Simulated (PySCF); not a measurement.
Ga(OH)2(SMe) (CH₅GaO₂S), SMILES C[S][Ga]([OH])[OH].

Geometry: PBE-D3(BJ)/def2-SVP. The structure was generated by enumeration; whether it is a known compound was not checked. One conformer was computed; it need not be the lowest.

Calculation: PySCF with PBE-D3(BJ)/def2-SVP.

Frequencies are harmonic and unscaled.

| mode | ν (cm⁻¹) | IR (km/mol) | moving atoms (share of kinetic energy) |
|---|---|---|---|
| 1 | 44 | 0.2 | H 68 %, S 15 %, C 10 % |
| 2 | 64 | 2.4 | H 45 %, O 29 %, C 18 % |
| 3 | 113 | 0.0 | O 48 %, C 20 %, Ga 14 %, H 14 % |
| 4 | 146 | 0.6 | H 75 %, Ga 12 %, O 10 % |
| 5 | 166 | 8.7 | O 31 %, Ga 31 %, H 28 %, S 9 % |
| 6 | 177 | 32.9 | O 70 %, H 14 % |
| 7 | 212 | 0.7 | C 34 %, S 22 %, Ga 19 %, H 15 %, O 10 % |
| 8 | 271 | 202.4 | H 89 %, O 10 % |
| 9 | 409 | 23.7 | S 69 %, Ga 21 % |
| 10 | 640 | 66.1 | O 86 %, Ga 12 % |
| 11 | 681 | 20.7 | C 56 %, S 29 % |
| 12 | 691 | 94.5 | O 68 %, Ga 24 % |
| 13 | 746 | 132.7 | H 93 % |
| 14 | 819 | 2.3 | H 89 % |
| 15 | 935 | 5.4 | H 85 %, C 14 % |
| 16 | 957 | 9.5 | H 83 %, C 15 % |
| 17 | 1289 | 7.0 | H 88 %, C 12 % |
| 18 | 1407 | 6.3 | H 96 % |
| 19 | 1408 | 4.8 | H 95 % |
| 20 | 2989 | 22.6 | H 98 % |
| 21 | 3096 | 2.7 | H 90 %, C 10 % |
| 22 | 3112 | 1.1 | H 90 %, C 10 % |
| 23 | 3737 | 40.6 | H 94 % |
| 24 | 3744 | 54.5 | H 94 % |
